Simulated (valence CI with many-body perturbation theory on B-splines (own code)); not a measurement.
## Level structure of Dy34+

Calculated by configuration interaction combined with many-body perturbation theory (CI+MBPT): four valence electrons over a frozen Dirac-Fock core [Ar] 3d10, radial functions for each j: 11 s, 11 p, 10 d, 8 f, 5 g, 2 h, with the one-electron correlation potential Σ1 (screened to all orders), the two-electron term Σ2, the three-electron term Σ3, Breit, model QED; selected single and double excitations, second order for the rest, scaled by the run's own slope (own B-spline code, finite nucleus).

The last digits are not significant, and no measured levels were compared; by estimate large intervals hold to a few tenths of a per cent, small ones and those within an open d or f shell to about a per cent. Among the levels kept, up to 400 cm⁻¹ of a level comes from second order outside the variational space, and about a tenth of that is noise between levels of different J, which matters for small intervals.

Levels 1 to 45 of 187, with energies above the lowest level, (4s^2 4p1/2^2) J=0. "Leading %" is the weight of the configuration and term that name the level; weights of strongly mixed levels are sums over their largest components and can fall short. In the jj column 3d3/2^4 stands for four electrons in 3d with j = 3/2.

```csv
No.,Configuration,Term,J,E (cm⁻¹),Leading %,Leading jj,g
1,4s²4p²,³P,0,0,72,4s^2 4p1/2^2 (99 %),
2,4s²4p²,³P,1,385910,99,4s^2 4p1/2 4p3/2 (99 %),1.498
3,4s²4p²,¹D,2,414790,61,4s^2 4p1/2 4p3/2 (99 %),1.188
4,4s²4p²,³P,2,822470,61,4s^2 4p3/2^2 (98 %),1.306
5,4s²4p²,¹S,0,886190,71,4s^2 4p3/2^2 (98 %),
6,4s4p³,³P°,2,1001500,41,4s 4p1/2^2 4p3/2 (94 %),1.616
7,4s4p³,³D°,1,1100900,41,4s 4p1/2^2 4p3/2 (91 %),1.013
8,4s4p³,³D°,2,1354600,45,4s 4p1/2 4p3/2^2 (89 %),1.522
9,4s²4p4d,³F°,2,1390500,62,4s^2 4p1/2 4d3/2 (88 %),0.819
10,4s4p³,³D°,3,1411900,88,4s 4p1/2 4p3/2^2 (88 %),1.319
11,4s4p³,³P°,0,1474900,96,4s 4p1/2 4p3/2^2 (96 %),
12,4s²4p4d,³D°,1,1486700,30,4s 4p1/2 4p3/2^2 (52 %),1.150
13,4s4p³,³P°,1,1531100,45,4s 4p1/2 4p3/2^2 (73 %),1.250
14,4s4p³,¹D°,2,1533600,41,4s 4p1/2 4p3/2^2 (64 %),1.030
15,4s²4p4d,³F°,3,1566500,63,4s^2 4p1/2 4d5/2 (84 %),1.119
16,4s4p³,³S°,1,1572100,27,4s 4p1/2 4p3/2^2 (61 %),1.127
17,4s²4p4d,³P°,2,1585500,37,4s^2 4p1/2 4d5/2 (72 %),1.289
18,4s4p³,³P°,2,1835900,35,4s 4p3/2^3 (66 %),1.378
19,4s²4p4d,³P°,1,1885600,41,4s^2 4p3/2 4d3/2 (76 %),1.154
20,4s²4p4d,³D°,2,1892300,44,4s^2 4p3/2 4d3/2 (85 %),1.025
21,4s²4p4d,³P°,0,1906100,95,4s^2 4p3/2 4d3/2 (95 %),
22,4s²4p4d,³D°,3,1910800,37,4s^2 4p3/2 4d3/2 (82 %),1.152
23,4s²4p4d,³F°,4,1912600,99,4s^2 4p3/2 4d5/2 (99 %),1.247
24,4s²4p4d,³P°,1,1995600,30,4s 4p3/2^3 (55 %),1.307
25,4s²4p4d,³P°,2,2016400,33,4s^2 4p3/2 4d5/2 (62 %),1.299
26,4s4p²4d,⁵F,1,2020500,51,4s 4p1/2^2 4d3/2 (93 %),0.376
27,4s4p²4d,⁵F,2,2034300,24,4s 4p1/2^2 4d3/2 (82 %),1.198
28,4s²4p4d,¹F°,3,2044300,54,4s^2 4p3/2 4d5/2 (86 %),1.148
29,4s²4p4d,¹P°,1,2090300,55,4s^2 4p3/2 4d5/2 (66 %),0.978
30,4p⁴,³P,2,2121700,40,4p1/2^2 4p3/2^2 (58 %),1.262
31,4s4p²4d,⁵D,3,2145000,27,4s 4p1/2^2 4d5/2 (89 %),1.372
32,4p⁴,¹S,0,2205700,51,4p1/2^2 4p3/2^2 (86 %),
33,4s4p²4d,³F,2,2248900,30,4s 4p1/2^2 4d5/2 (56 %),0.997
34,4s4p²4d,⁵D,0,2358500,87,4s 4p1/2 4p3/2 4d3/2 (96 %),
35,4s4p²4d,⁵D,1,2358600,57,4s 4p1/2 4p3/2 4d3/2 (95 %),1.211
36,4s4p²4d,⁵F,2,2364000,43,4s 4p1/2 4p3/2 4d3/2 (92 %),1.140
37,4s4p²4d,⁵F,3,2376600,49,4s 4p1/2 4p3/2 4d3/2 (89 %),1.174
38,4s4p²4d,⁵F,4,2416000,50,4s 4p1/2 4p3/2 4d3/2 (71 %),1.231
39,4s4p²4d,⁵D,4,2439400,55,4s 4p1/2 4p3/2 4d5/2 (88 %),1.395
40,4s4p²4d,³F,2,2464800,58,4s 4p1/2 4p3/2 4d3/2 (73 %),0.899
41,4s4p²4d,⁵P,3,2482000,43,4s 4p1/2 4p3/2 4d3/2 (55 %),1.414
42,4p⁴,³P,1,2486100,42,4s 4p1/2 4p3/2 4d5/2 (44 %),1.382
43,4s4p²4d,⁵P,2,2487900,17,4s 4p1/2 4p3/2 4d5/2 (62 %),1.267
44,4s4p²4d,³G,3,2491500,50,4s 4p1/2 4p3/2 4d3/2 (82 %),0.874
45,4s4p²4d,⁵F,5,2498700,52,4s 4p1/2 4p3/2 4d5/2 (95 %),1.301
```

Where two levels of one J and parity lie close, their mixing, g and order are uncertain.

The ionisation energy to 4s²4p ²P°1/2 of the next ion comes out as 1470.2 eV (NIST: 1468 ± 5 eV (theoretical)). All 187 levels together are meant to be complete up to 3790300 cm⁻¹.
